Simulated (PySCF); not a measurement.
Na(OH) (HNaO), SMILES [OH][Na]. Coordinates come from a ωB97X-D3(BJ)/def2-TZVPD optimisation. The isomer is the one that the SMILES or the coordinates give; other isomers of the formula were not compared.

### Question
Give the equilibrium geometry at ωB97X-D3(BJ)/def2-TZVPD (PySCF confirms it by a frequency run) as bond lengths and angles, and its point group. (The exact figures need the calculation; the answer reports its results.)

### Answer
point group C∞v.
Atoms: Na1 O2 H3. Bond lengths (Å): Na1–O2 1.947, O2–H3 0.953. Angles (°): Na1–O2–H3 180.0.
